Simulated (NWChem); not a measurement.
**Atomisation of C₄H₅F**

```xyz
10

F     -0.1131     1.8434     0.0000
C     -0.0920     0.5165     0.0000
C     -1.0471    -0.4210     0.0000
C     -0.0057    -1.5350     0.0000
C      1.0915    -0.4077     0.0000
H     -2.1371    -0.4095     0.0000
H      0.0071    -2.1756    -0.8972
H      0.0071    -2.1756     0.8972
H      1.7302    -0.3734    -0.8979
H      1.7302    -0.3734     0.8979
```
Charge 0, spin multiplicity 1.

Program: NWChem. All single points use one geometry, from B3LYP/def2-SVP, a minimum by its harmonic frequencies. It is one conformer; others weren't searched.

Basis set: def2-TZVP. The atomisation energy is electronic alone: no zero-point, thermal, spin-orbit or counterpoise terms. No value is extrapolated to the basis-set limit. Free atoms are single determinants with multiplicities F 2, C 3, H 2.

B3LYP has NWChem's definition, with VWN1-RPA local correlation. The structure started from a generated list of species. No SCF solution was tested for a lower state.

Task: One of these methods gave an atomisation energy of 1177.9 kcal/mol. Which?
A) B3LYP
B) LDA (SVWN5)
C) PBE
D) PBE0

Result: B, LDA (SVWN5). The others give 1044.7 (PBE), 1004.2 (B3LYP), 1022.7 (PBE0).
